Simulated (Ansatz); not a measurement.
methylenecyclopropane (C$_{4}$H$_{6}$), singlet, geometry from GFN2-xTB; BLYP/def2-SV(P) in Ansatz (a program for electronic structure).

Here is a job for Ansatz.
Ansatz 0.2 input:
```yaml
crystal:
  periodic: [false, false, false]
  atoms:
    - {symbol: C, position_ang: [-0.00129317, -0.00275161, 0.32081465]}
    - {symbol: C, position_ang: [0.00476049, -0.75084329, -0.93743343]}
    - {symbol: C, position_ang: [0.00274446, 0.76681235, -0.92442470]}
    - {symbol: C, position_ang: [-0.00656195, -0.01396254, 1.62791476]}
    - {symbol: H, position_ang: [-0.89706014, -1.26329903, -1.24208508]}
    - {symbol: H, position_ang: [0.91033734, -1.26096073, -1.23477960]}
    - {symbol: H, position_ang: [0.90695617, 1.28435584, -1.21296218]}
    - {symbol: H, position_ang: [-0.90044131, 1.28201754, -1.22026766]}
    - {symbol: H, position_ang: [-0.00762667, -0.93636207, 2.18656861]}
    - {symbol: H, position_ang: [-0.01006437, 0.89871900, 2.20229818]}
basis:
  gaussian:
    orbitals: def2-SV_P_.json
hamiltonian:
  xc: blyp
output: {forces: true}
```
The basis file holds def2-SV(P) in the JSON format of the Basis Set Exchange.

What the program printed (banner, timings and long lists left out):

```
Functional definition: BLYP
932 factors; their error is unknown
mean field evaluation 1: about -4227.5154 eV, gradient 6.1e1 eV
mean field evaluation 2: about -4217.2225 eV, gradient 8.7e1 eV
mean field evaluation 4: about -4237.8456 eV, gradient 8.5e0 eV
mean field evaluation 8: about -4237.9772 eV, gradient 3.3e-1 eV
mean field evaluation 16: about -4237.9775 eV, gradient 4.6e-5 eV
mean field -4237.97751321 eV, -155.7428010062 hartree, gradient 4.6e-5 eV, S^2 0.000000; 0 other end points of the search recorded, 0 dependent functions left out
the calculation of the forces begins
reference -4237.97780361 eV, -155.7428116781 hartree; 15, 15 occupied and 53, 53 virtual orbitals, 932 factors
Total energy: -4237.97780361 eV, -155.7428116781 hartree
Atom 0 at    -0.001293    -0.002752     0.320815 Å, force     0.003979     0.008466    -0.987046 eV/Å
Atom 1 at     0.004760    -0.750843    -0.937433 Å, force     0.000029    -0.239220     0.069389 eV/Å
Atom 2 at     0.002744     0.766812    -0.924425 Å, force    -0.000605     0.237995     0.073479 eV/Å
Atom 3 at    -0.006562    -0.013963     1.627915 Å, force    -0.003635    -0.007735     0.901886 eV/Å
Atom 4 at    -0.897060    -1.263299    -1.242085 Å, force    -0.754395    -0.416781    -0.270748 eV/Å
Atom 5 at     0.910337    -1.260961    -1.234780 Å, force     0.757635    -0.414825    -0.264636 eV/Å
Atom 6 at     0.906956     1.284356    -1.212962 Å, force     0.756524     0.421311    -0.257469 eV/Å
Atom 7 at    -0.900441     1.282018    -1.220268 Å, force    -0.755506     0.419355    -0.263581 eV/Å
Atom 8 at    -0.007627    -0.936362     2.186569 Å, force    -0.000895    -0.846032     0.492148 eV/Å
Atom 9 at    -0.010064     0.898719     2.202298 Å, force    -0.003131     0.837466     0.506578 eV/Å
Dipole moment:     0.000321     0.000682    -0.079530 e Å
```
